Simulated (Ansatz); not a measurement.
Triphenyltelluronium bromide (C₁₈H₁₅BrTe). Charge 0, multiplicity 3. Geometry PBE-D4/def2-SVP, that of the neutral singlet; atoms count from 1.

Cartesian coordinates in Å:
```
Br -2.033 -3.508 -0.983
C -0.757 3.530 2.347
C 0.329 2.648 2.227
C 0.160 1.397 1.609
C -1.101 1.023 1.108
Te -1.597 -0.929 0.130
C 0.232 -1.773 0.883
C 0.417 -1.848 2.271
C 1.595 -2.428 2.772
C 2.571 -2.913 1.889
C 2.370 -2.829 0.502
C 1.192 -2.266 -0.012
C -0.857 -0.191 -1.784
C -0.118 1.002 -1.846
C 0.323 1.468 -3.095
C 0.014 0.758 -4.266
C -0.735 -0.426 -4.190
C -1.175 -0.910 -2.946
C -2.188 1.907 1.240
C -2.018 3.160 1.852
H -0.621 4.509 2.832
H 1.318 2.935 2.616
H 1.021 0.717 1.515
H -0.339 -1.455 2.968
H 1.746 -2.498 3.860
H 3.494 -3.365 2.285
H 3.132 -3.215 -0.192
H 1.016 -2.228 -1.097
H 0.119 1.573 -0.937
H 0.912 2.397 -3.146
H 0.359 1.132 -5.243
H -0.983 -0.988 -5.103
H -1.738 -1.856 -2.871
H -3.186 1.623 0.861
H -2.873 3.847 1.946
```

In the def2 sets Te takes a core potential; there is no spin–orbit coupling. Single mean-field runs in def2-TZVP are fitted with def2-universal-jkfit. At PBE0-D4/def2-TZVP a singlet of charge 0 lies 3.57 eV below the triplet at the same geometry.

(1) Estimate the Mulliken populations of the heavy atoms from the PBE0/def2-TZVP orbitals of Ansatz.

(2) Where does the spin sit?

(3) And the Mayer bond orders between bonded heavy atoms (over 0.3)?

## Answers

(1) 
```json
{"atom": "Br1", "charge (e)": "-0.24", "spin (α − β)": "0.53"}
{"atom": "C2", "charge (e)": "-0.11", "spin (α − β)": "0.07"}
{"atom": "C3", "charge (e)": "-0.13", "spin (α − β)": "-0.01"}
{"atom": "C4", "charge (e)": "-0.18", "spin (α − β)": "0.05"}
{"atom": "C5", "charge (e)": "0.00", "spin (α − β)": "0.21"}
{"atom": "Te6", "charge (e)": "0.37", "spin (α − β)": "0.72"}
{"atom": "C7", "charge (e)": "0.12", "spin (α − β)": "0.09"}
{"atom": "C8", "charge (e)": "-0.26", "spin (α − β)": "0.01"}
{"atom": "C9", "charge (e)": "-0.09", "spin (α − β)": "0.00"}
{"atom": "C10", "charge (e)": "-0.12", "spin (α − β)": "0.02"}
{"atom": "C11", "charge (e)": "-0.12", "spin (α − β)": "0.00"}
{"atom": "C12", "charge (e)": "-0.19", "spin (α − β)": "0.01"}
{"atom": "C13", "charge (e)": "0.03", "spin (α − β)": "0.12"}
{"atom": "C14", "charge (e)": "-0.14", "spin (α − β)": "0.05"}
{"atom": "C15", "charge (e)": "-0.17", "spin (α − β)": "-0.02"}
{"atom": "C16", "charge (e)": "-0.10", "spin (α − β)": "0.07"}
{"atom": "C17", "charge (e)": "-0.15", "spin (α − β)": "-0.02"}
{"atom": "C18", "charge (e)": "-0.17", "spin (α − β)": "0.03"}
{"atom": "C19", "charge (e)": "-0.16", "spin (α − β)": "0.03"}
{"atom": "C20", "charge (e)": "-0.14", "spin (α − β)": "-0.01"}
```
Mulliken values and Mayer orders depend strongly on the basis.

(2) Summed by element: Br 0.53, C 0.70, Te 0.72, H 0.06, of 2 unpaired in all. Largest on single atoms: Te6 0.72, Br1 0.53, C5 0.21.

(3) Br1–Te6 0.58 (2.84 Å); C2–C3 1.40 (1.40 Å); C2–C20 1.40 (1.40 Å); C3–C4 1.42 (1.41 Å); C4–C5 1.28 (1.41 Å); C5–Te6 0.90 (2.24 Å); C5–C19 1.39 (1.41 Å); Te6–C7 0.72 (2.15 Å); Te6–C13 0.80 (2.18 Å); C7–C8 1.36 (1.40 Å); C7–C12 1.37 (1.40 Å); C8–C9 1.42 (1.40 Å); C9–C10 1.41 (1.40 Å); C10–C11 1.41 (1.40 Å); C11–C12 1.42 (1.40 Å); C13–C14 1.34 (1.41 Å); C13–C18 1.35 (1.40 Å); C14–C15 1.45 (1.40 Å); C15–C16 1.40 (1.40 Å); C16–C17 1.40 (1.40 Å); C17–C18 1.44 (1.40 Å); C19–C20 1.44 (1.40 Å).
